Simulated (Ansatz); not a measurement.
The same path of CH5Ga + H2 (9 atoms, charge 0, multiplicity 1) was run 3 times with different band settings. Lost on the way: Ga1–C2, H8–H9. Made: Ga1–H8, C2–H9.

The calculation used RKS PBE/def2-SVP in Ansatz.

Relaxed end points:

```xyz
9
Properties=species:S:1:pos:R:3
Ga -0.008 -0.001 0.360
C 0.033 0.316 2.321
H -0.917 0.033 2.816
H 0.876 -0.205 2.816
H 0.178 1.406 2.485
H 1.345 -0.196 -0.445
H -1.371 0.118 -0.442
H -0.298 -2.353 0.171
H -0.269 -2.277 0.942
```

```xyz
9
Properties=species:S:1:pos:R:3
Ga -0.080 -0.601 -0.405
C -0.022 -0.142 2.555
H -0.952 0.061 3.116
H 0.831 -0.269 3.246
H 0.189 0.714 1.885
H 1.347 0.060 -0.572
H -1.384 0.287 -0.505
H -0.207 -2.175 -0.290
H -0.153 -1.094 1.996
```

Common settings: movable images 7; climbing image yes; optimiser quadratic models (default); start path through a guess of the saddle point; force threshold 0.05 eV/Å; end points relaxed.

| run | spring | iteration limit |
| --- | --- | --- |
| 1 | 5.0 eV/Å² | 60 |
| 2 | 5.0 eV/Å² | 10 |
| 3 | 50.0 eV/Å² | 60 |

(1) What does each run give, and how far can it be trusted?

Results:

(1) Run 1: converged after 8 iterations, highest image 1.048 eV above the first end. A vibrational analysis at the climbing image gives one clearly imaginary mode, 1266i cm⁻¹: a first-order saddle point.
Run 2: converged after 8 iterations, highest image 1.048 eV above the first end. Another band between the same ends (7 images) ends at a top of the same energy, where a vibrational analysis finds 1 clearly imaginary mode.
Run 3: converged after 6 iterations, highest image 1.048 eV above the first end. Another band between the same ends (7 images) ends at a top of the same energy, where a vibrational analysis finds 1 clearly imaginary mode.
The orbitals stay closed-shell, which can raise the energy where a bond breaks towards radicals; this wasn't checked here.
